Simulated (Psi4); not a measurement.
H₃ClGeSe, singlet, geometry from GFN2-xTB; Psi4 with HF/6-31G**.

The Psi4 input:
```
memory 2 GB

molecule {
0 1
  Se   -0.02484645    0.62823002    0.79254171
  Cl    1.65111940    1.16902752   -0.43099318
  Ge   -0.76358610   -1.14490222   -0.53615848
  H     0.30061969   -2.19657661   -0.65877232
  H    -1.97914610   -1.73346884    0.11229455
  H    -1.11096897   -0.66637198   -1.91598495
}

set basis 6-31g**

energy('scf')
print_variables()
```

What the program printed (banner, timings and long lists left out):

```
   => Loading Basis Set <=

    Name: 6-31G**
    Role: ORBITAL
    Keyword: BASIS

         ---------------------------------------------------------
                                   SCF
               by Justin Turney, Rob Parrish, Andy Simmonett
                          and Daniel G. A. Smith
                              RHF Reference
         ---------------------------------------------------------

  ==> Geometry <==

    Molecular point group: c1
    Full point group: C1

    Geometry (in Angstrom), charge = 0, multiplicity = 1:

       Center              X                  Y                   Z               Mass
    ------------   -----------------  -----------------  -----------------  -----------------
         SE          -0.006578205149     0.618739304839     0.760478731992    79.916521800000
         CL           1.669387644851     1.159536804839    -0.463056158008    34.968852682000
         GE          -0.745317855149    -1.154392935161    -0.568221458008    73.921177761000
         H            0.318887934851    -2.206067325161    -0.690835298008     1.007825032230
         H           -1.960877855149    -1.742959555161     0.080231571992     1.007825032230
         H           -1.092700725149    -0.675862695161    -1.948047928008     1.007825032230

  Running in c1 symmetry.

  Rotational constants: A =      0.17598  B =      0.05312  C =      0.04140 [cm^-1]
  Rotational constants: A =   5275.82043  B =   1592.58477  C =   1241.21995 [MHz]
  Nuclear repulsion =  533.561659763592729

  Charge       = 0
  Multiplicity = 1
  Electrons    = 86
  Nalpha       = 43
  Nbeta        = 43

  ==> Algorithm <==

  SCF Algorithm Type is DF.
  DIIS enabled.
  MOM disabled.
  Fractional occupation disabled.
  Guess Type is SAD.
  Energy threshold   = 1.00e-06
  Density threshold  = 1.00e-06
  Integral threshold = 1.00e-12

  ==> Primary Basis <==

  Basis Set: 6-31G**
    Blend: 6-31G**
    Number of shells: 41
    Number of basis functions: 104
    Number of Cartesian functions: 104
    Spherical Harmonics?: false
    Max angular momentum: 2

   => Loading Basis Set <=

    Name: (6-31G** AUX)
    Role: JKFIT
    Keyword: DF_BASIS_SCF

  ==> Integral Setup <==

  SCF_SUBTYPE=INCORE selected. In-core MEM_DF algorithm will be used.
  Using in-core AOs.

  ==> MemDFJK: Density-Fitted J/K Matrices <==

    J tasked:                   Yes
    K tasked:                   Yes
    wK tasked:                   No
    Algorithm:                 Core
    Schwarz Cutoff:           1E-12
    Mask sparsity (%):       7.4519
    Fitting Condition:        1E-10

   => Auxiliary Basis Set <=

  Basis Set: (6-31G** AUX)
    Blend: CC-PVDZ-JKFIT
    Number of shells: 157
    Number of basis functions: 623
    Number of Cartesian functions: 623
    Spherical Harmonics?: false
    Max angular momentum: 3

  Minimum eigenvalue in the overlap matrix is 6.0782302228E-04.
  Reciprocal condition number of the overlap matrix is 9.3663919217E-05.
    Using symmetric orthogonalization.

  ==> Pre-Iterations <==

  SCF Guess: Superposition of Atomic Densities via on-the-fly atomic UHF (no occupation information).

   -------------------------
    Irrep   Nso     Nmo
   -------------------------
     A        104     104
   -------------------------
    Total     104     104
   -------------------------

  ==> Iterations <==

                           Total Energy        Delta E     RMS |[F,P]|

   @DF-RHF iter SAD: -4928.04685353370769   -4.92805e+03   0.00000e+00
   @DF-RHF iter   1: -4933.18633317849162   -5.13948e+00   2.92341e-02 DIIS/ADIIS
   @DF-RHF iter   2: -4933.87315770594887   -6.86825e-01   2.37830e-02 DIIS/ADIIS
   @DF-RHF iter   3: -4934.69330086755963   -8.20143e-01   2.14620e-03 DIIS/ADIIS
   @DF-RHF iter   4: -4934.70163964372296   -8.33878e-03   5.24342e-04 DIIS/ADIIS
   @DF-RHF iter   5: -4934.70256093988064   -9.21296e-04   8.60970e-05 DIIS
   @DF-RHF iter   6: -4934.70265099893913   -9.00591e-05   2.07742e-05 DIIS
   @DF-RHF iter   7: -4934.70265748009933   -6.48116e-06   7.16864e-06 DIIS
   @DF-RHF iter   8: -4934.70265837676743   -8.96668e-07   1.37830e-06 DIIS
   @DF-RHF iter   9: -4934.70265841359014   -3.68227e-08   3.88986e-07 DIIS
  Energy and wave function converged.

  ==> Post-Iterations <==

    Orbital Energies [Eh]
    ---------------------

    Doubly Occupied:

[...]
      43A     -0.351330

    Virtual:

[...]
     104A     91.773327

    Final Occupation by Irrep:
              A
    DOCC [    43 ]
    NA   [    43 ]
    NB   [    43 ]

  @DF-RHF Final Energy: -4934.70265841359014

   => Energetics <=

    Nuclear Repulsion Energy =            533.5616597635927292
    One-Electron Energy =               -7936.3636097035387138
    Two-Electron Energy =                2468.0992915263564100
    Total Energy =                      -4934.7026584135892335

Computation Completed

Properties will be evaluated at   0.000000,   0.000000,   0.000000 [a0]

Properties computed using the SCF density matrix

 Multipole Moments:

 ------------------------------------------------------------------------------------
     Multipole            Electronic (a.u.)      Nuclear  (a.u.)        Total (a.u.)
 ------------------------------------------------------------------------------------

 L = 1.  Multiply by 2.5417464519 to convert [e a0] to [Debye]
 Dipole X            :         -3.6729027            2.9688901           -0.7040126
 Dipole Y            :          0.8462665           -1.5423972           -0.6961307
 Dipole Z            :          5.1539321           -5.2107613           -0.0568291
 Magnitude           :                                                    0.9916962

 ------------------------------------------------------------------------------------

  Variable Map:
  ----------------------------------------------------------------------------
[...]
  Array Variable Map:
  ----------------------------------------------------------------------------
[...]
[...]
```
